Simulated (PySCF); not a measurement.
## Nuclear quadrupole coupling in `C=C(C)CCO[SiH](F)F`

Compound: C5H10F2OSi.
Numbering: `[CH2:1]=[C:2]([CH3:3])[CH2:4][CH2:5][O:6][SiH:7]([F:8])[F:9]` (hydrogens: H10, H11 on C1; H12, H13, H14 on C3; H15, H16 on C4; H17, H18 on C5; H19 on Si7)

Geometry (GFN2-xTB, Å), atoms numbered from 1 in this order:
```xyz
19
C5H10F2OSi angstrom
C     -1.4510    1.4886   -0.1242
C     -1.1551    0.2062    0.0203
C     -1.4132   -0.8000   -1.0605
C     -0.5557   -0.3215    1.2958
C      0.7940   -1.0133    1.0963
O      1.8146   -0.1226    0.7297
Si     2.1598    0.7228   -0.5751
F      3.7172    0.9974   -0.4233
F      2.0437   -0.1783   -1.8937
H     -1.2618    2.2089    0.6539
H     -1.8987    1.8703   -1.0258
H     -2.0915   -0.3955   -1.8065
H     -1.8458   -1.7089   -0.6458
H     -0.4838   -1.0668   -1.5620
H     -0.4240    0.4949    2.0075
H     -1.2363   -1.0556    1.7353
H      1.1161   -1.4660    2.0401
H      0.7094   -1.8007    0.3408
H      1.4522    1.9492   -0.8102
```

Field gradients from the PBE0/pcSseg-1 density (PySCF, non-relativistic), principal values in atomic units, ordered |Vxx| ≤ |Vyy| ≤ |Vzz|:

```
atom      Vxx      Vyy     Vzz
  O6  -0.5964  -1.0862  1.6826
```

**Question.** Find the asymmetry η = (Vxx − Vyy)/Vzz and the couplings χ = eQV/h (234.96 MHz × Q in barn × V in au), with Q(17O) = −0.0256 b.

**Answer.** 
```csv
atom,environment,nucleus,η,χzz (MHz),χxx (MHz),χyy (MHz)
O6,silyl ether oxygen,17O,0.29,-10.12,3.59,6.53
```

The tensor is traceless: Vxx + Vyy + Vzz = 0.

**Question.** What is Vzz at O6 in SI units (1 au = 9.71736 × 10²¹ V/m²)?

**Answer.** 1.6826 au = 16.351 × 10²¹ V/m².

**Question.** And the gradient at the other heavy atoms, for which no coupling is worked out here?

**Answer.** 
```
atom                      environment  Vzz (au)     η
  C1             terminal =CH2 carbon     0.267  0.42
  C2  fully substituted alkene carbon     0.323  0.64
  C3                   allylic carbon     0.060  0.50
  C4                   allylic carbon    -0.057  0.41
  C5       sp3 carbon bound to oxygen     0.460  0.18
 Si7           fluorine-bound silicon    -0.633  0.55
  F8           silicon-bound fluorine     1.207  0.06
  F9           silicon-bound fluorine     1.173  0.12
```

**Question.** What couplings would deuterons (Q(2H) = 0.00286 b) have in place of the hydrogens, at this geometry?

**Answer.** 
```
atom  bonded to  bond length (Å)  Vzz (au)     η  χzz (kHz)
 H10         C1            1.077    0.3372  0.06        227
 H11         C1            1.077    0.3378  0.06        227
 H12         C3            1.086    0.3162  0.03        212
 H13         C3            1.089    0.3127  0.03        210
 H14         C3            1.089    0.3070  0.03        206
 H15         C4            1.091    0.3027  0.03        203
 H16         C4            1.093    0.3017  0.01        203
 H17         C5            1.095    0.2885  0.07        194
 H18         C5            1.094    0.2885  0.07        194
 H19        Si7            1.435    0.1753  0.02        118
```

One conformer (not necessarily the lowest) at the GFN2-xTB geometry, without solvent, vibrations or thermal averaging. GFN2-xTB bond lengths can be off by several hundredths of an ångström, more for odd bonds, and the gradients follow them. The basis is small and wasn't made for field gradients, so the couplings can be 20 % off.

The run behind these numbers computed NMR shieldings as well. Time: 37 s wall; peak memory 0.87 GiB. Hardware: one thread, Arm Neoverse V2 (aarch64), shared host with 96 logical CPUs at a one-minute load of 40.
